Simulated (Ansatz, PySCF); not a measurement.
Molecule: sum formula SOF₂, net charge -1, doublet state. 
Geometry from a B3LYP-D3(BJ)/def2-TZVP (Ansatz, a program for electronic structure) optimisation:
```
S
O 1 1.4785
F 1 1.8814 2 97.35
F 1 1.8814 2 97.35 3 -180.00
```
Charge -1, spin multiplicity 2.

Total electronic energies in hartree. Valence correlation only, unless marked. Open shells are spin-unrestricted. Spin-orbit coupling is left out. Non-relativistic. CBS marks a two-point X^-3 extrapolation of the correlation energy; Hartree-Fock from the larger set. [CCSD(T)-MP2]/basis is that difference in the basis named.

```
level                                                                             program  energy (Eh)
-------------------------------------------------------------------------  --------------  -----------
HF/STO-3G                                                                          Ansatz   -662.70131
HF/cc-pwCVTZ                                                                       Ansatz   -671.36698
HF/cc-pV(Q+d)Z                                                                     Ansatz   -671.39931
RI-HF/aug-cc-pV(Q+d)Z                                                              Ansatz   -671.40447
revPBE-D3(BJ)/def2-TZVPD                                                   Ansatz + dftd3   -673.13812
BP86-D3(BJ)/def2-TZVPD                                                      PySCF + dftd3            …
TPSS-D4/def2-TZVPD                                                          PySCF + dftd4   -673.33721
r2SCAN-D3(BJ)/def2-TZVPD                                                   Ansatz + dftd3   -673.14317
r2SCAN-D4/def2-TZVPD                                                       Ansatz + dftd4   -673.14330
B97M-V/def2-TZVPD                                                                  Ansatz   -673.07243
PBE0-D4/def2-TZVPD                                                         Ansatz + dftd4   -672.87343
PBE0/def2-TZVPD                                                                    Ansatz   -672.87131
CAM-B3LYP/def2-TZVPD                                                               Ansatz   -673.22999
LC-wPBE-D4/def2-TZVPD                                                      Ansatz + dftd4   -673.01513
wB97M-V/def2-TZVPD                                                                 Ansatz   -673.19303
B2PLYP-D3(BJ)/def2-TZVPD                                                   Ansatz + dftd3            …
MP2/STO-3G                                                                         Ansatz   -662.74754
MP2/6-31G                                                                          Ansatz   -671.47575
RI-MP2/cc-pV(Q+d)Z                                                                 Ansatz   -672.42840
SCS-MP2/aug-cc-pV(D+d)Z                                                            Ansatz   -672.04803
CCSD(T)/STO-3G                                                                     Ansatz   -662.80376
CCSD(T)/aug-cc-pV(D+d)Z                                                            Ansatz   -672.11683
RI-MP2/CBS(aug-cc-pV(T+d)Z,aug-cc-pV(Q+d)Z)+[CCSD(T)-MP2]/aug-cc-pV(D+d)Z          Ansatz    -672.5377
```

### Question
What belongs in the gaps?

### Answer

- BP86-D3(BJ)/def2-TZVPD, energy (Eh): -673.34452
- B2PLYP-D3(BJ)/def2-TZVPD, energy (Eh): -673.00907
